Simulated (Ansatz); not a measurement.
`[F][SbH][SbH2]` + H₂Se → `[F][SbH][SeH]` + `[SbH3]` at 400 K and 1 bar (cleavage of the Sb–Sb bond).

Gas-phase electronic energies from Ansatz, PBE0-D4/def2-TZVP geometries. CBS: MP2 limit from def2 TZ/QZ plus the TZ coupled-cluster correction, frozen cores. Elements past krypton have def2 core potentials. For Sb, Se outer-core shells are correlated without core-valence functions, which leaves a few kJ/mol of doubt a bond. Scalar relativity is left out up to krypton. One conformer a species, not always the lowest.

```json
{"species": "`[F][SbH][SbH2]`", "CCSD(T)/CBS energy (Eh)": "-581.64279", "H − E (kJ/mol)": "86.1", "S (J/(mol·K))": "373.0"}
{"species": "H₂Se", "CCSD(T)/CBS energy (Eh)": "-2401.89790", "H − E (kJ/mol)": "49.4", "S (J/(mol·K))": "229.5"}
{"species": "`[F][SbH][SeH]`", "CCSD(T)/CBS energy (Eh)": "-2741.75603", "H − E (kJ/mol)": "68.5", "S (J/(mol·K))": "348.3"}
{"species": "`[SbH3]`", "CCSD(T)/CBS energy (Eh)": "-241.78682", "H − E (kJ/mol)": "65.3", "S (J/(mol·K))": "245.6"}
```

H − E and S are ideal-gas, rigid-rotor, harmonic terms from PBE0-D4/def2-TZVP, for one conformer and one mirror image of each species. 1 Eh = 2625.50 kJ/mol, R = 8.31446 J/(mol·K).

By hand: ΔE, ΔH, ΔS and ΔG.

ΔE = (-2741.75603) + (-241.78682) − (-581.64279) − (-2401.89790) = -0.00216 Eh = -5.7 kJ/mol. Δ(H − E) = 68.5 + 65.3 − 86.1 − 49.4 = -1.7, so ΔH = -7.4 kJ/mol. ΔS = 348.3 + 245.6 − 373.0 − 229.5 = -8.6 J/(mol·K). ΔG = -7.4 − 400 × (-8.6)/1000 = -4.0 kJ/mol.

By hand: the equilibrium constant, and the temperature at which ΔG would vanish if ΔH and ΔS stayed fixed.

log₁₀ K = −ΔG/(RT ln 10) = 0.5. ΔG = 0 at ΔH/ΔS = 860 K, though so small a ΔH makes that figure unsure.

TΔS isn't small against ΔH here. The sign of ΔG lies within the doubt. A doubt of 5 kJ/mol in ΔE shifts log₁₀ K by 0.7 here. Other conformers and mirror images would add mixing entropy, several J/(mol·K) or more a flexible species. These are equilibria of isolated gas molecules and say nothing of rates. Largest T1 diagnostic: 0.015 (customary marks: 0.02 for closed shells, 0.045 for open ones).
